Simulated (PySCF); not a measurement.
Cu⁺: ionisation energy

Cu⁺ [Ar] 3d10 (1S) → Cu²⁺ [Ar] 3d9 (2D), as a difference of total energies. Calculation: PySCF 2.14, in cc-pVDZ-DK; the spin-free X2C one-electron Hamiltonian (Gaussian nucleus). Correlated levels: valence: [Ar] frozen. The calculations carry no spin-orbit coupling.

```tsv
method	ionisation energy (eV)
UHF	17.177
r2SCAN	20.300
M06-2X	19.737
MP2 (valence)	20.550
SCS-MP2 (valence)	20.112
```

How much does correlation contribute at MP2 (valence)?

20.550 − (17.177) = 3.373 eV, measured against UHF.

The reference lies between the lowest fine-structure levels, while these numbers refer to the centres of the terms.

Errors of the correlated levels include the incompleteness of this basis and the frozen core.

For comparison: 20.292 eV (measured; NIST Atomic Spectra Database, ionization energies).
